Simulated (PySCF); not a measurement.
**Excitation energy of Ca by level of theory**

Ca [Ar] 4s2 (1S) → Ca [Ar] 4s1 4p1 (3P), as a difference of total energies. All numbers are calculated (PySCF 2.14, the spin-free X2C one-electron Hamiltonian (Gaussian nucleus), in x2c-TZVPPall with one added diffuse shell each of s, p, d type (7s6p4d, 45 functions)). Correlated levels: valence: [Ar] frozen. The calculations carry no spin-orbit coupling.

Order these methods by the excitation energy they give, lowest first.
A. UHF
B. CCSD (valence)
C. MP2 (valence)
D. SCS-MP2 (valence)

A (8349.4 cm⁻¹), C (12070 cm⁻¹), D (13111 cm⁻¹), B (13705 cm⁻¹).

Errors of the correlated levels include the incompleteness of this basis and the frozen core.

With two correlated electrons CCSD is exact in that space.

For comparison: 15263 cm⁻¹ (measured; NIST levels, between the centres of gravity of the two terms).
